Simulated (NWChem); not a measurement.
System meant: GeH2O2, singlet; SMILES [OH][Ge][OH]

NWChem input:

```
start job
memory heap 200 mb stack 900 mb global 1100 mb
geometry units angstroms noautoz
  Ge     0.000000     0.000000     0.349670
  O      1.303479     0.000000    -0.866438
  H      2.176646     0.000000    -0.457368
  O     -1.303479     0.000000    -0.866438
  H     -2.176646     0.000000    -0.457368
end
basis spherical
  Ge library def2-svp
  O library def2-svp
  H library def2-svp
end
dft
  odft
  mult 2
  xc b3lyp
  iterations 150
  mulliken
end
task dft energy
```

End of the output:

```
 ==============================================================================
                                 internuclear angles
 ------------------------------------------------------------------------------
        center 1       |       center 2       |       center 3       |  degrees
 ------------------------------------------------------------------------------
    2 O                |   1 Ge               |   4 O                |    93.97
    1 Ge               |   2 O                |   3 H                |   111.88
    1 Ge               |   4 O                |   5 H                |   111.88
 ------------------------------------------------------------------------------
                            number of included internuclear angles:          3
 ==============================================================================

 Summary of "ao basis" -> "" (spherical)
 ------------------------------------------------------------------------------
       Tag                 Description            Shells   Functions and Types
 ---------------- ------------------------------  ------  ---------------------
 Ge                         def2-svp                12       32   5s4p3d
 O                          def2-svp                 6       14   3s2p1d
 H                          def2-svp                 3        5   2s1p

                                 NWChem DFT Module
                                 -----------------

 Summary of "ao basis" -> "ao basis" (spherical)
 ------------------------------------------------------------------------------
       Tag                 Description            Shells   Functions and Types
 ---------------- ------------------------------  ------  ---------------------
 Ge                         def2-svp                12       32   5s4p3d
 O                          def2-svp                 6       14   3s2p1d
 H                          def2-svp                 3        5   2s1p

      Symmetry analysis of basis
      --------------------------

        a1         29
        a2          8
        b1         21
        b2         12

  number of electrons :                   50
  multiplicity        :                    2
 ------------------------------------------------------------------------
  no. of electrons and multiplicity not compatible                  50
 ------------------------------------------------------------------------
 ------------------------------------------------------------------------
  current input line :
    22: task dft energy
 ------------------------------------------------------------------------
 ------------------------------------------------------------------------
 There is an error in the input file
 ------------------------------------------------------------------------
 For more information see the NWChem manual at https://nwchemgit.github.io

0: no. of electrons and multiplicity not compatible:Received an Error in Communication
```

Question: What is wrong, and how is it mended?

Answer: The input was rejected before any calculation. Cause: the multiplicity doesn't fit the number of electrons (an even count wants an odd multiplicity, and the reverse). This input runs:
```
start job
memory heap 200 mb stack 900 mb global 1100 mb
geometry units angstroms noautoz
  Ge     0.000000     0.000000     0.349670
  O      1.303479     0.000000    -0.866438
  H      2.176646     0.000000    -0.457368
  O     -1.303479     0.000000    -0.866438
  H     -2.176646     0.000000    -0.457368
end
basis spherical
  Ge library def2-svp
  O library def2-svp
  H library def2-svp
end
dft
  xc b3lyp
  iterations 150
  mulliken
end
task dft energy
```
It converges to -2228.36411 Ha (B3LYP/def2-SVP).
